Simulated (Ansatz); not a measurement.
The same path of FH + GeH4 (7 atoms, charge 0, multiplicity 1) was run twice with different band settings. Lost on the way: Ge1–H2, H6–F7. Made: Ge1–F7, H2–H6.

The calculation used Ansatz 0.2.0, UKS PBE-D4/def2-SVP.

Relaxed end points:

```xyz
7
Properties=species:S:1:pos:R:3
Ge -0.286 -0.160 0.746
H 1.151 0.220 0.267
H -0.712 -1.478 0.066
H -1.255 0.988 0.394
H -0.213 -0.349 2.281
H 0.963 0.413 -1.521
F 0.353 0.366 -2.233
```

```xyz
7
Properties=species:S:1:pos:R:3
Ge -1.026 -0.095 0.600
H 2.819 0.026 -1.406
H -1.096 -1.594 0.217
H -2.424 0.571 0.608
H -0.258 0.144 1.922
H 2.091 0.235 -1.264
F -0.106 0.713 -0.676
```

Common settings: movable images 5; climbing image yes; spring 5.0 eV/Å²; start path through a guess of the saddle point; force threshold 0.05 eV/Å; iteration limit 60; end points relaxed.

| run | optimiser | largest step |
| --- | --- | --- |
| 1 | quadratic models (default) | default |
| 2 | fire | 0.5 Å |

(1) What does each run give, and how far can it be trusted?

Answers

(1) Run 1: converged after 13 iterations, highest image 1.308 eV above the first end. Neighbouring images differ by up to 1.4 eV, so the band resolves the path poorly. A vibrational analysis at the climbing image gives one clearly imaginary mode, 999i cm⁻¹: a first-order saddle point.
Run 2: converged after 55 iterations, highest image 1.308 eV above the first end. Neighbouring images differ by up to 1.2 eV, so the band resolves the path poorly. Another band between the same ends (5 images) ends at a top of the same energy, where a vibrational analysis finds 1 clearly imaginary mode.
The orbitals stay closed-shell, which can raise the energy where a bond breaks towards radicals; this wasn't checked here.
